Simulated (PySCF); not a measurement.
# MoON + 2 HCl → MoNCl₂ + H₂O

Level: PBE0 in the def2-TZVP basis family, computed in PySCF with density fitting; scalar-relativistic core potentials for atoms from Rb on, none lighter, no spin–orbit coupling; open shells unrestricted.

```csv
species,state and structure,ZPE (kJ/mol),H(298 K) − H(0) (kJ/mol),S° (J/(mol K))
MoON,"doublet, Cs, Mo–N 1.638 Å, Mo–O 1.692 Å; N–Mo–O 103.9°",15.0,10.8,275.6
HCl,"singlet, C∞v, H–Cl 1.279 Å",17.9,8.7,186.6
MoNCl₂,"doublet, Cs, Mo–Cl 2.258 Å (×2), Mo–N 1.613 Å; Cl–Mo–Cl 123.3°, Cl–Mo–N 109.0° (×2)",15.1,16.4,336.8
H₂O,"singlet, C2v, O–H 0.960 Å (×2); H–O–H 105.1°",56.5,9.9,188.7
```

(1) Is the gas-phase reaction uphill or downhill in electronic energy at this level, and by how much?

(2) Add zero-point, thermal and entropy terms for 298.15 K and 1 bar.

Results:

(1) At PBE0/def2-TZVP, ΔE = -357.4 kJ/mol, downhill. 

(2) ΔZPE = 20.8 and Δ[H(298) − H(0)] = -1.9 kJ/mol give ΔH° = -338.5 kJ/mol. ΔS° = -123.3 J/(mol K), so ΔG° = -338.5 − 298.15 × (-0.1233) = -302 kJ/mol. ΔG° would change sign near 2750 K if ΔH° and ΔS° stayed fixed.

Open d or f shells are single determinants, so the state found may not be the ground state. Only the bonding shown was studied: isomers, or loss of a ligand pair, can lie lower.
